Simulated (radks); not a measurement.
Results of a calculation; reference values are marked as such.
Trend from Zr4+ to Cd4+: ionisation energy by Delta-SCF between NIST ground configurations, and size. Code: a radial shooting solver on a logarithmic mesh with Libxc functionals. Model: Dirac Kohn-Sham, LDA (Slater exchange, Perdew-Wang correlation), spin-unpolarised, spherical densities, point nucleus; open shells fill j = l - 1/2 first.

| species | configuration | configuration of the ion | IE (eV) | NIST (eV) | kind | r at 0.001 e/bohr^3 (bohr) |
|---|---|---|---|---|---|---|
| Zr4+ | [Kr] | [Ar] 3d10 4s2 4p5 | 80.427 | 80.35 | semi-emp. | 2.89 |
| Nb4+ | [Kr] 4d1 | [Kr] | 50.616 | 50.573 | exp. | 2.99 |
| Mo4+ | [Kr] 4d2 | [Kr] 4d1 | 53.818 | 54.42 | semi-emp. | 3.03 |
| Tc4+ | [Kr] 4d3 | [Kr] 4d2 | 56.934 | 57 | theory | 3.03 |
| Ru4+ | [Kr] 4d4 | [Kr] 4d3 | 59.987 | 59 | theory | 3.00 |
| Rh4+ | [Kr] 4d5 | [Kr] 4d4 | 62.448 | 63 | theory | 2.97 |
| Pd4+ | [Kr] 4d6 | [Kr] 4d5 | 65.374 | 61 | theory | 2.93 |
| Ag4+ | [Kr] 4d7 | [Kr] 4d6 | 68.263 | 65 | theory | 2.89 |
| Cd4+ | [Kr] 4d8 | [Kr] 4d7 | 71.123 | 68 | theory | 2.85 |

Reference values: NIST Atomic Spectra Database (exp. = measured, semi-emp. = semi-empirical, theory = theoretical value adopted there). Spin polarisation and multiplet splitting are left out, so open shells lie too high by an amount that depends on their filling.

Beside tabulated values, note that spin-unpolarised runs miss the spin-polarisation part of the exchange energy of open shells.
